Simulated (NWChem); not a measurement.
# CH4F2O2Si; SMILES F[Si](OC)(F)O

```xyz
10

C      0.0018     2.3062    -0.0881
O      0.7189     1.0990     0.1336
Si     0.0656    -0.3991     0.0431
O     -1.3424    -0.4413     0.9015
F      1.1694    -1.4318     0.6136
F     -0.2237    -0.8618    -1.4876
H     -0.9615     2.3206     0.4663
H     -0.2082     2.4591    -1.1695
H      0.6264     3.1497     0.2670
H     -1.9243    -1.2049     0.7470
```
Atoms are numbered in this order, from 1.

All runs: NWChem. Pople sets run with spherical d functions. Structure relaxed at the PBE-D3(BJ)/def2-SVP level. B3LYP is NWChem's, with the RPA form of VWN correlation. Atomic charges in e: unrestrained fits to the electrostatic potential beside Mulliken populations; buried atoms are poorly determined by the fit.

For level Hartree-Fock/6-31G*:

| Quantity | Result |
|---|---|
| Mulliken C1 | -0.16 |
| Mulliken O2 | -0.75 |
| ESP Si3 | 1.47 |
| Mulliken Si3 | 1.81 |
| ESP O4 | -0.79 |
| Mulliken O4 | -0.88 |
| Mulliken F5 | -0.52 |

Q: What are these values for level B3LYP/def2-SVP?

A: 
| Item | Value |
|---|---|
| Mulliken C1 | 0.18 |
| Mulliken O2 | -0.47 |
| ESP Si3 | 1.28 |
| Mulliken Si3 | 1.05 |
| ESP O4 | -0.69 |
| Mulliken O4 | -0.40 |
| Mulliken F5 | -0.32 |
